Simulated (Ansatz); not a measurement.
The first iterations of a band of CH₄NSb (7 atoms, charge 0, multiplicity 1).

Level of theory: Ansatz, RKS PBE0-D4/def2-SVP.

```json
{"movable images": "7", "climbing image": "yes", "spring": "5.0 eV/Å²", "optimiser": "quadratic models (default)", "start path": "IDPP", "force threshold": "0.03 eV/Å", "iteration limit": "39", "end points": "relaxed"}
```

Image 0:

```xyz
7
Properties=species:S:1:pos:R:3
C -0.999 -0.434 -0.687
N -0.134 -0.988 0.045
Sb 0.959 0.124 1.435
H -1.591 -1.057 -1.386
H -1.235 0.652 -0.714
H 0.652 1.675 0.730
H 2.408 -0.040 0.530
```

Image 8:

```xyz
7
Properties=species:S:1:pos:R:3
C -1.058 -0.335 -0.649
N -0.833 0.175 0.482
Sb 1.042 -0.014 1.383
H -0.321 -0.870 -1.285
H -2.074 -0.252 -1.084
H 1.393 1.651 1.164
H 1.912 -0.423 -0.057
```

| iteration | highest image above the first end (eV) | largest band force component (eV/Å) |
| --- | --- | --- |
| 1 | 0.890 | 0.836 |
| 2 | 1.007 | 2.010 |
| 3 | 0.763 | 0.846 |
| 4 | 0.624 | 0.857 |

Question: Does the band converge within its limit, and where does its top end?

Answer: The run converged. It ended after 12 iterations with the highest image 0.544 eV above the first end. A vibrational analysis at the climbing image gives one clearly imaginary mode, 292i cm⁻¹: a first-order saddle point.

Run time: 8.3 min on 1 thread of AMD EPYC (Zen 3) (shared host), peak memory 0.16 GiB.
